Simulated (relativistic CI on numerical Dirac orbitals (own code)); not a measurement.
**Ligand-field terms of d2**

Computed with a parametric ligand-field model of a d^n configuration (Racah B and C, spin-orbit zeta, crystal field), exact diagonalisation.

Field parameters in Wybourne normalisation: D3d B²₀ = −7Dσ, B⁴₀ = −14Dq − 21Dτ, B⁴₃ = −14√(10/7) Dq; Oh B⁴₀ = 21Dq, B⁴₄ = √(5/14) B⁴₀. The field is a parameter set, without covalency.

Ground term and bands for B = 940, C = 3420, ζ = 0 cm⁻¹, D3d, 10Dq = 33650, Dσ = 340, Dτ = -90 cm⁻¹?

Ground term 3E with 0.01 electrons in the two orbitals of the cubic e set. Spin-allowed: 3A2 24 cm⁻¹, 3E 31182 cm⁻¹ (321 nm), 3A1 31392 cm⁻¹ (319 nm), 3E 43092 cm⁻¹ (232 nm). Lowest spin-forbidden: 1A1 12740 cm⁻¹ (785 nm), 1E 12908 cm⁻¹ (775 nm), 1E 13152 cm⁻¹ (760 nm).

Ground term and bands for B = 660, C = 3400, ζ = 0 cm⁻¹, D3d, 10Dq = 18850, Dσ = 1200, Dτ = -10 cm⁻¹?

Ground term 3E with 0.01 electrons in the two orbitals of the cubic e set. Spin-allowed: 3A2 2254 cm⁻¹, 3E 17418 cm⁻¹ (574 nm), 3A1 19539 cm⁻¹ (512 nm), 3E 26401 cm⁻¹ (379 nm). Lowest spin-forbidden: 1A1 9207 cm⁻¹ (1086 nm), 1E 10942 cm⁻¹ (914 nm), 1E 13735 cm⁻¹ (728 nm).

Ground term and bands for B = 530, C = 1960, ζ = 0 cm⁻¹, D3d, 10Dq = 17350, Dσ = -1200, Dτ = 240 cm⁻¹?

Ground term 3A2 with 0.00 electrons in the two orbitals of the cubic e set. Spin-allowed: 3E 927 cm⁻¹, 3A1 17360 cm⁻¹ (576 nm), 3E 18243 cm⁻¹ (548 nm), 3A2 22953 cm⁻¹ (436 nm). Lowest spin-forbidden: 1E 6813 cm⁻¹ (1468 nm), 1A1 8372 cm⁻¹ (1194 nm), 1E 8551 cm⁻¹ (1169 nm).

Ground term and bands for B = 970, C = 3540, ζ = 0 cm⁻¹, Oh, 10Dq = 21450 cm⁻¹?

Ground term 3T1 with 0.03 electrons in the two orbitals of the cubic e set. Spin-allowed: 3T2 19623 cm⁻¹ (510 nm), 3T1 32347 cm⁻¹ (309 nm), 3A2 41073 cm⁻¹ (243 nm). Lowest spin-forbidden: 1T2 13446 cm⁻¹ (744 nm), 1E 13716 cm⁻¹ (729 nm), 1A1 29016 cm⁻¹ (345 nm).

Ground term and bands for B = 890, C = 4250, ζ = 0 cm⁻¹, Oh, 10Dq = 5500 cm⁻¹?

Ground term 3T1 with 0.11 electrons in the two orbitals of the cubic e set. Spin-allowed: 3T2 4686 cm⁻¹ (2134 nm), 3A2 10186 cm⁻¹ (982 nm), 3T1 17222 cm⁻¹ (581 nm). Lowest spin-forbidden: 1T2 14151 cm⁻¹ (707 nm), 1E 14830 cm⁻¹ (674 nm), 1T2 21850 cm⁻¹ (458 nm).
